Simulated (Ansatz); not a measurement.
Reaction (atomization): `C[N]([SiH3])[InH2]` → C• + 8 H• + In• + N• + Si•

Program: Ansatz. Geometries: PBE0-D4/def2-TZVP. ΔE: electronic, gas phase. CCSD(T)/CBS is the MP2 limit (def2-TZVPP, def2-QZVPP) plus CCSD(T) − MP2 in def2-TZVPP, frozen cores. This one scheme is used for every species, atoms too. For atomizations the MP2-based limit and the directly extrapolated one differ by several kJ/mol either way, and by 10 to 25 for some Ge, Se and Sn compounds, so smaller differences from it don't rank the levels. Functionals use def2-TZVPP. No spin–orbit coupling; open shells (•) take unrestricted orbitals. Spin–orbit coupling would lower the free atoms: a little for C, Si; strongly for In. Elements past krypton have def2 core potentials. For In outer-core shells are correlated without core-valence functions, so the limit isn't a true one: a few kJ/mol of doubt a bond, and 10 to 20 or more in all where bonds break to atoms.

CCSD(T)/CBS gives +38.00 eV.

Task: Another level gave +36.73 eV. Which?
A. BHLYP/def2-TZVPP
B. LDA (SPW92)/def2-TZVPP
C. B2PLYP/def2-TZVPP
D. PBE/def2-TZVPP

Result: A. BHLYP 36.73, LDA (SPW92) 42.65, B2PLYP 37.29, PBE 37.58 eV.

Largest T1 diagnostic among the species: 0.015.

From r2SCAN to r2SCAN0 (25 % exact exchange), in def2-TZVPP and without D4, ΔE moves by −0.40 eV: exact exchange takes away binding that semilocal exchange gives to molecules. Leaving LDA and LC-ωPBE aside and taking each functional with its dispersion term where it has one, the values, not all of them listed here, spread over 1.06 eV, from BHLYP-D4 to ωB97X-V. LDA lies +5.06 eV from PBE without D4, its usual overbinding.
